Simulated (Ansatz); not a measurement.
Cost and result for the atomization energy of ClFGeH₄OSi, SMILES `[OH][GeH]([F])[SiH2]Cl` (9 atoms, 8 bonds).

Z-matrix (Å, degrees):
```
Ge
F 1 1.745
Si 1 2.396 2 105.3
O 1 1.765 2 107.6 3 116.9
H 1 1.533 2 106.5 3 -130.0
Cl 3 2.062 1 105.1 2 84.3
H 3 1.483 1 111.6 2 -158.6
H 3 1.481 1 112.3 2 -34.0
H 4 0.962 1 112.6 2 -75.9
```

Charge 0, multiplicity 1. Correlated methods include outer-core shells of Ge, which these sets cover unevenly. Scalar relativity is left out up to krypton. Geometry: relaxed with PBE0-D4/def2-TZVP. It is one conformer, not always the lowest. Program: Ansatz. All runs use 4 threads of an Intel Xeon Platinum 8375C on a shared host. Times are those of one run each, without the atoms' runs, and a repeat can differ threefold. Electronic energies, without spin–orbit coupling; frozen cores. CCSD(T)/CBS adds CCSD(T) − MP2 in def2-TZVPP to the MP2 limit, and its time is that of the two runs behind it. T1 = 0.012. With those shells the extrapolation isn't a true limit. B3LYP takes the VWN-RPA correlation (the form of Gaussian; ORCA's B3LYP/G).

CCSD(T)/CBS is a level of theory with its own doubt, some kJ/mol a heavy atom from the limit and from the frozen cores, so smaller differences don't rank the functionals.

```
                             level  functions  wall time
   PBE-D4/def2-TZVPP (with forces)        250      2.1 s
                PBE0-D4/def2-TZVPP        250      2.8 s
r2SCAN-D4/def2-TZVPP (with forces)        250      3.5 s
 B3LYP-D4/def2-TZVPP (with forces)        250      4.2 s
                 B2PLYP/def2-TZVPP        250      4.7 s
                ωB97X-V/def2-TZVPP        250      6.5 s
  ωB97M-V/def2-TZVPP (with forces)        250        9 s
                    MP2/def2-QZVPP        463       17 s
                CCSD(T)/def2-TZVPP        250    2.1 min
                 CCSD(T)/CBS(def2)          –    2.3 min
```

**Question.** What atomization energy does each give, and how far from CCSD(T)/CBS? (Estimate.)

**Answer.** Ansatz gave: 
```tsv
level	atomization (kJ/mol)	difference from CCSD(T)/CBS	per bond
PBE-D4/def2-TZVPP (with forces)	2908.9	0.0	0.0
PBE0-D4/def2-TZVPP	2850.2	-58.7	-7.3
r2SCAN-D4/def2-TZVPP (with forces)	2900.3	-8.6	-1.1
B3LYP-D4/def2-TZVPP (with forces)	2857.2	-51.7	-6.5
B2PLYP/def2-TZVPP	2841.2	-67.7	-8.5
ωB97X-V/def2-TZVPP	2912.6	3.7	0.5
ωB97M-V/def2-TZVPP (with forces)	2884.5	-24.4	-3.1
MP2/def2-QZVPP	2938.2	29.3	3.7
CCSD(T)/def2-TZVPP	2823.7	-85.2	-10.7
CCSD(T)/CBS(def2)	2908.9	0.0	0.0
```

The D4 term adds +36.6 kJ/mol with B3LYP and +19.3 kJ/mol with PBE0; it sums over pairs of atoms, weighted by their polarisabilities, and B3LYP, whose exchange is more repulsive, gets the larger term. From PBE to PBE0 (25 % exact exchange), in def2-TZVPP and without D4, the atomization energy moves by −55.6 kJ/mol: exact exchange takes away binding that semilocal exchange gives to molecules. In def2-TZVPP, CCSD(T) changes the Hartree–Fock value by +769.5 kJ/mol (the triples alone add +48.4 kJ/mol) and MP2 by +833.0 kJ/mol; breaking electron pairs costs correlation energy, which Hartree–Fock lacks.
